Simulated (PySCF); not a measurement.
Telling isomers of C$_{8}$H$_{14}$O apart by NMR

How the numbers were obtained: GFN2-xTB structure, shieldings: GIAO PBE0/pcSseg-1, in PySCF 2.14 (non-relativistic, a single conformation, fast rotation and ring inversion assumed for equivalent nuclei, gas phase).

Shifts are taken against calculated references (same method and geometry level): ¹H and ¹³C against TMS. Where no couplings were computed, multiplicities follow the n + 1 count of equivalent neighbours, and m marks all less simple cases (inequivalent or close neighbours, rings, F or P nearby). Shifts are as computed. Against solution values, carbons near 30 ppm lie about +3 ppm off and those near 130 ppm about +5 ppm. Of 1211 compounds with measured shifts, 218 miss one by over three times the rms of a fit or turn the order of signals round; such compounds aren't used in these exercises.

(1) Tabulate the signals of `CC(=O)C1CCCCC1`, `COCC=C1CC(C)C1` and their relative energies.

(2) What is the quickest way to tell CC(=O)C1CCCCC1 from COCC=C1CC(C)C1?

## Answers

(1) 
```json
{"SMILES": "CC(=O)C1CCCCC1", "carbon types": "1×C 1×CH 5×CH2 1×CH3", "δC": "215.6, 52.0, 31.1, 30.6, 30.3, 26.5", "δH": "2.34 (m, 1H), 2.28 (m, 2H), 2.19 (s, 3H), 1.69 (m, 1H), 1.49 (m, 2H), 1.38 (m, 2H), 1.34 (m, 2H), 1.12 (m, 1H)", "E rel. (kcal/mol)": "0.0"}
{"SMILES": "COCC=C1CC(C)C1", "carbon types": "1×C 2×CH 3×CH2 2×CH3", "δC": "150.5, 128.7, 71.6, 57.2, 38.5, 36.8, 25.8, 24.8", "δH": "5.56 (t, 1H), 4.01 (d, 2H), 3.33 (s, 3H), 3.05 (m, 1H), 3.00 (m, 1H), 2.36 (m, 1H), 2.30 (m, 1H), 2.28 (m, 1H), 1.16 (d, 3H)", "E rel. (kcal/mol)": "50.9"}
```

Energies are electronic energies at PBE0/pcSseg-1 on these geometries, without zero-point or thermal terms, each for the one conformer computed, which needn't be the lowest.

(2) Count the carbon signals: 6 against 8. The first has a ketone carbonyl carbon (C) at 215.6 ppm, the second a fully substituted alkene carbon (C) at 150.5 ppm. In the proton spectra the most deshielded non-exchanging signals are 2.34 (m, 1H) and 5.56 (t, 1H).
